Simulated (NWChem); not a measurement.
System: NH3Te; SMILES N[TeH]

```xyz
5

Te     0.0358    -0.3045     0.0000
H     -1.6252    -0.5683     0.0000
N      0.0770     1.7406     0.0000
H     -0.3878     2.1102     0.8271
H     -0.3878     2.1102    -0.8271
```
Atoms are numbered in this order, from 1.

Program: NWChem. All runs use the structure optimised with PBE0/def2-SVP. def2 effective core potentials on Te; no spin-orbit coupling. Ions are spin-unrestricted doublets at the neutral geometry; other ion states weren't tried. Functional: LC-ωPBE (HJS hole) with def2-SVP; the question gives the range parameter ω in 1/bohr.

**Question.** Predict the results for range parameter (1/bohr) 0.40. Quantities: vertical ionisation energy, ΔSCF (eV); −ε(HOMO) (eV).

**Answer.** The vertical ionisation energy, ΔSCF (eV) is 8.69 and the −ε(HOMO) (eV) comes out as 8.84.
